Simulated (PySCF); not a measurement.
PySCF input for C₂H₆CdS, SMILES C[S][Cd][CH3], TDA-PBE0/def2-SVPD. Geometry optimised at B3LYP-D3(BJ)/def2-SVP. The structure was generated by enumeration; whether it is a known compound was not checked. The def2 effective core potentials stand for the cores of Cd; spin–orbit coupling is left out. Other conformers were not sampled.

```python
import numpy as np
from pyscf import gto, scf, dft, tdscf

mol = gto.M(
    atom='''
    Cd   -0.39177982    0.28602266    0.29029979
    C    -2.03834248    1.56923646    0.70413786
    H    -2.44689490    1.34269459    1.70024199
    H    -2.82872641    1.41946432   -0.04616738
    H    -1.71450485    2.62000768    0.68036117
    S     1.45384655   -1.16120310   -0.11319783
    C     1.62083980   -1.10269684   -1.94991930
    H     0.72472878   -1.48272887   -2.46089096
    H     2.46566343   -1.75762285   -2.20759124
    H     1.84863680   -0.09089051   -2.31448944
    ''',
    basis='def2-SVPD',
    ecp={'Cd': 'def2-svp'},
    charge=0,
    spin=0,
    max_memory=1600,
    verbose=4,
)
mf = dft.RKS(mol, xc='pbe0').density_fit(auxbasis='def2-universal-jkfit')
mf.grids.level = 3
mf.conv_tol = 1e-9
mf.max_cycle = 100
mf.kernel()
mf.grids = dft.Grids(mol).set(level=1).build(with_non0tab=True)  # coarser grid for the response kernel
td = tdscf.TDA(mf)
td.singlet = True
td.nstates = 10
td.conv_tol = 1e-4
td.positive_eig_threshold = 1e-6
td.kernel(x0=td.get_init_guess(mf, 15))
td.analyze()
tt = tdscf.TDA(mf)
tt.singlet = False
tt.nstates = 4
tt.conv_tol = 1e-4
tt.positive_eig_threshold = 1e-6
tt.kernel(x0=tt.get_init_guess(mf, 9))
tt.analyze(verbose=3)
```

It prints:

```
PySCF version 2.14.0

[INPUT] verbose = 4
[INPUT] num. atoms = 10
[INPUT] num. electrons = 54
[INPUT] charge = 0
[INPUT] spin (= nelec alpha-beta = 2S) = 0
[INPUT] symmetry False subgroup None
[INPUT] Mole.unit = angstrom
[INPUT] Symbol           X                Y                Z      unit          X                Y                Z       unit  Magmom
[INPUT]  1 Cd    -0.391779820000   0.286022660000   0.290299790000 AA   -0.740356560931   0.540504492820   0.548587097119 Bohr   0.0
[INPUT]  2 C     -2.038342480000   1.569236460000   0.704137860000 AA   -3.851909035267   2.965427134082   1.330627709337 Bohr   0.0
[INPUT]  3 H     -2.446894900000   1.342694590000   1.700241990000 AA   -4.623961216595   2.537325044035   3.212991706585 Bohr   0.0
[INPUT]  4 H     -2.828726410000   1.419464320000  -0.046167380000 AA   -5.345518196224   2.682398808392  -0.087243704089 Bohr   0.0
[INPUT]  5 H     -1.714504850000   2.620007680000   0.680361170000 AA   -3.239944605739   4.951096959457   1.285696277089 Bohr   0.0
[INPUT]  6 S      1.453846550000  -1.161203100000  -0.113197830000 AA    2.747371806644  -2.194355833996  -0.213912896595 Bohr   0.0
[INPUT]  7 C      1.620839800000  -1.102696840000  -1.949919300000 AA    3.062943313795  -2.083795026023  -3.684813442004 Bohr   0.0
[INPUT]  8 H      0.724728780000  -1.482728870000  -2.460890960000 AA    1.369538908790  -2.801951481286  -4.650409936818 Bohr   0.0
[INPUT]  9 H      2.465663430000  -1.757622850000  -2.207591240000 AA    4.659428598056  -3.321425816777  -4.171742838589 Bohr   0.0
[INPUT] 10 H      1.848636800000  -0.090890510000  -2.314489440000 AA    3.493417255792  -0.171758171222  -4.373751159798 Bohr   0.0

nuclear repulsion = 221.617524501087
number of shells = 63
number of NR pGTOs = 225
number of NR cGTOs = 149
basis = def2-SVPD
ecp = {'Cd': 'def2-svp'}


[settings echo left out]
init E= -631.119075901546
  HOMO = -0.605877277818468  LUMO = -0.532124169754908  gap/eV = 2.00692
cycle= 1 E= -643.861511551623  delta_E= -12.7  |g|= 2.29  |ddm|= 7.17
  HOMO = 0.0471398964517764  LUMO = 0.0551039346403304  gap/eV = 0.21671
cycle= 2 E= -604.552274570225  delta_E= 39.3  |g|= 6.97  |ddm|= 73.3
  HOMO = -0.266383074582396  LUMO = -0.174661852501594  gap/eV = 2.49586
cycle= 3 E= -644.582756794522  delta_E=  -40  |g|=  1.5  |ddm|= 73.3
  HOMO = -0.348133429726922  LUMO = -0.12970022875448  gap/eV = 5.94387
cycle= 4 E= -645.125514515192  delta_E= -0.543  |g|= 0.901  |ddm|= 2.81
  HOMO = -0.222798893757331  LUMO = -0.0214177607646586  gap/eV = 5.47986
cycle= 5 E= -645.322291362611  delta_E= -0.197  |g|= 0.231  |ddm|= 1.65
  HOMO = -0.236446720278092  LUMO = -0.0247564499608226  gap/eV = 5.76039
cycle= 6 E= -645.330674360281  delta_E= -0.00838  |g|= 0.138  |ddm|= 0.438
  HOMO = -0.231346239115581  LUMO = -0.0268283631092832  gap/eV = 5.56521
cycle= 7 E= -645.335889510212  delta_E= -0.00522  |g|= 0.024  |ddm|= 0.202
  HOMO = -0.233801167049983  LUMO = -0.026228838061046  gap/eV = 5.64833
cycle= 8 E= -645.336032637109  delta_E= -0.000143  |g|= 0.00622  |ddm|= 0.0368
  HOMO = -0.233148579215087  LUMO = -0.0260198237965478  gap/eV = 5.63626
cycle= 9 E= -645.336042622772  delta_E= -9.99e-06  |g|= 0.00232  |ddm|= 0.0109
  HOMO = -0.233539542073892  LUMO = -0.0259731108694386  gap/eV = 5.64817
cycle= 10 E= -645.336044343775  delta_E= -1.72e-06  |g|= 0.000499  |ddm|= 0.00417
  HOMO = -0.233443666592226  LUMO = -0.0259551971424633  gap/eV = 5.64605
cycle= 11 E= -645.336044416642  delta_E= -7.29e-08  |g|= 9.22e-05  |ddm|= 0.000882
  HOMO = -0.233440578999069  LUMO = -0.0259600316699494  gap/eV = 5.64583
cycle= 12 E= -645.336044418594  delta_E= -1.95e-09  |g|= 2.01e-05  |ddm|= 0.000166
  HOMO = -0.233439670225773  LUMO = -0.0259611651070051  gap/eV = 5.64578
cycle= 13 E= -645.336044418734  delta_E= -1.39e-10  |g|= 6.02e-06  |ddm|= 5.56e-05
  HOMO = -0.233439549847313  LUMO = -0.025960671931903  gap/eV = 5.64579
Extra cycle  E= -645.336044418742  delta_E= -8.07e-12  |g|= 4.95e-06  |ddm|= 1.54e-05
converged SCF energy = -645.336044418742
tot grids = 39720
Overwritten attributes  positive_eig_threshold  of <class 'pyscf.tdscf.rks.TDA'>


******** <class 'pyscf.tdscf.rks.TDA'> for <class 'pyscf.df.df_jk.DFRKS'> ********
nstates = 10 singlet
deg_eia_thresh = 1.000e-03
wfnsym = None
conv_tol = 0.0001
eigh lindep = 1e-12
eigh level_shift = 0
eigh max_cycle = 100


Excitation energies (eV)
[4.34997208 4.62647154 5.09524617 5.36856643 5.7710977  6.19187403
 6.39099551 6.59418889 6.88463063 7.02303438]

** Singlet excitation energies and oscillator strengths **
Excited State   1:      4.34997 eV    285.02 nm  f=0.0057
      27 -> 28        0.70271
Excited State   2:      4.62647 eV    267.99 nm  f=0.0147
      27 -> 29        0.70219
Excited State   3:      5.09525 eV    243.33 nm  f=0.0018
      26 -> 28       -0.33376
      27 -> 30       -0.61427
Excited State   4:      5.36857 eV    230.94 nm  f=0.0060
      26 -> 28        0.46779
      26 -> 29       -0.48061
      27 -> 30       -0.20882
Excited State   5:      5.77110 eV    214.84 nm  f=0.0005
      26 -> 30        0.70165
Excited State   6:      6.19187 eV    200.24 nm  f=0.7022
      25 -> 29       -0.11292
      26 -> 28        0.37852
      26 -> 29        0.48028
      26 -> 34        0.13641
      27 -> 30       -0.24482
Excited State   7:      6.39100 eV    194.00 nm  f=0.0000
      27 -> 31       -0.53897
      27 -> 32       -0.42732
      27 -> 34        0.11791
Excited State   8:      6.59419 eV    188.02 nm  f=0.0204
      27 -> 31        0.43488
      27 -> 32       -0.49441
      27 -> 33       -0.15407
      27 -> 34        0.18198
Excited State   9:      6.88463 eV    180.09 nm  f=0.0523
      25 -> 28       -0.64824
      25 -> 29        0.19469
      26 -> 31        0.13903
Excited State  10:      7.02303 eV    176.54 nm  f=0.1232
      25 -> 28        0.17935
      25 -> 29        0.61296
      26 -> 32        0.22039

** Transition electric dipole moments (AU) **
state          X           Y           Z        Dip. S.      Osc.
  1         0.1447      0.1798      0.0184      0.0536      0.0057
  2         0.2253      0.2794      0.0303      0.1298      0.0147
  3         0.0068      0.0094     -0.1207      0.0147      0.0018
  4         0.0818     -0.0446     -0.1927      0.0458      0.0060
  5         0.0381      0.0427      0.0046      0.0033      0.0005
  6         1.6566     -1.2830     -0.4883      4.6287      0.7022
  7         0.0134      0.0112     -0.0013      0.0003      0.0000
  8         0.2226      0.2750      0.0285      0.1260      0.0204
  9        -0.0518     -0.0177      0.5543      0.3102      0.0523
 10         0.6595     -0.5198     -0.1055      0.7163      0.1232

WARN: ECP detected. Skipping calculation of transition velocity and magnetic dipole moments, which have not yet been implemented.



******** <class 'pyscf.tdscf.rks.TDA'> for <class 'pyscf.df.df_jk.DFRKS'> ********
nstates = 4 triplet
deg_eia_thresh = 1.000e-03
wfnsym = None
conv_tol = 0.0001
eigh lindep = 1e-12
eigh level_shift = 0
eigh max_cycle = 100


Excitation energies (eV)
[4.12100357 4.29694988 4.62767924 4.73929518]

** Triplet excitation energies and oscillator strengths **
Excited State   1:      4.12100 eV    300.86 nm  f=0.0000
Excited State   2:      4.29695 eV    288.54 nm  f=0.0000
Excited State   3:      4.62768 eV    267.92 nm  f=0.0000
Excited State   4:      4.73930 eV    261.61 nm  f=0.0000
```

Self-consistency was reached.

Cost: about 110 core-seconds (a rough figure).
